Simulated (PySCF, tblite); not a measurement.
Isomers of C3H15N3Si2, one GFN2-xTB conformer each. Single-point energies are computed at PBE0/pcSseg-1 (PySCF, gas phase, no added dispersion term), electronic only.

Question: Rank them by PBE0/pcSseg-1 energy, lowest first (kJ/mol).
A. `[CH3:1][CH:2]([CH3:3])[NH:4][SiH2:5][NH:6][SiH2:7][NH2:8]` with C1–C2–N4–Si5 -155°, C2–N4–Si5–N6 179°, N4–Si5–N6–Si7 177°, Si5–N6–Si7–N8 -173°, N6–Si7–N8–H 61° and -77°
B. `[CH3:1][NH:2][Si@@H:3]([NH2:4])[NH:5][CH2:6][CH2:7][SiH3:8]` with C1–N2–Si3–N4 60°, N2–Si3–N4–H 68° and -66°, N2–Si3–N5–C6 -174°, Si3–N5–C6–C7 -74°, N5–C6–C7–Si8 -58°

Answer: A (0.0), B (96.8).

As drawn, the higher has an Si–C bond, which the lower lacks. GFN2-xTB itself gives, in the same order: 0.0, 119.5. Both levels put the same isomer lowest.

Which frontier levels, dipoles and rotational constants go with these structures?

```csv
SMILES,"HOMO (eV, PBE0/pcSseg-1)",LUMO (eV),dipole (D),"A, B, C (MHz)"
CC(C)N[SiH2]N[SiH2]N,-6.72,0.75,2.52,"4134, 459.7, 442.5"
CN[Si@@H](N)NCC[SiH3],-6.43,0.89,1.00,"2527, 644.2, 562.0"
```

What happens when harmonic zero-point energies from GFN2-xTB frequencies are added?

```
               SMILES  ZPE (kJ/mol)  electronic (kJ/mol)  with ZPE (kJ/mol)
 CC(C)N[SiH2]N[SiH2]N         481.0                  0.0                0.0
CN[Si@@H](N)NCC[SiH3]         481.2                 96.8               97.0
```

The zero-point energies span 0.2 kJ/mol. The order is unchanged.
